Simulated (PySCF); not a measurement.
H4AlF3O2Si2, SMILES [OH][Al]([OH])[SiH2][Si](F)(F)F, PBE0/def2-SVP optimised geometry.

```
12

Si    -0.58     1.51     0.00
F     -1.05     0.91    -1.42
F     -1.03     3.06     0.00
F      1.03     1.51     0.00
Si    -1.44     0.28     1.77
Al    -0.76    -2.03     1.47
O     -1.29    -3.20     2.57
O      0.23    -2.29     0.12
H     -0.90     0.89     3.03
H     -2.92     0.46     1.75
H     -1.12    -4.15     2.61
H      0.65    -3.06    -0.26
```

Density from PBE0/def2-TZVP (PySCF) at that geometry.

Minimum of the electron density along straight lines between bonded atoms, close to the bond critical point (lines longer than 1.1 times the sum of covalent radii, or with two minima, are not listed):

```csv
bond,length / Å,ρ at the minimum / e bohr⁻³,∇²ρ there / e bohr⁻⁵,position (fraction from the first atom)
Si1–F2,1.610,0.137,0.95,0.42
Si1–F3,1.610,0.137,0.94,0.42
Si1–F4,1.609,0.137,0.95,0.42
Si1–Si5,2.319,(withheld),(withheld),0.64
Si5–Al6,2.426,(withheld),0.02,0.64
Al6–O7,1.695,0.109,0.80,0.43
Al6–O8,1.692,0.109,0.82,0.43
Si5–H9,1.497,0.116,0.16,0.49
Si5–H10,1.497,0.116,0.16,0.49
O7–H11,0.957,0.358,-2.46,0.81
O8–H12,0.957,0.358,-2.46,0.81
```

Problem. What belongs in the gaps?

Solution. 
- Si1–Si5, ρ at the minimum / e bohr⁻³: 0.095
- Si1–Si5, ∇²ρ there / e bohr⁻⁵: -0.09
- Si5–Al6, ρ at the minimum / e bohr⁻³: 0.065
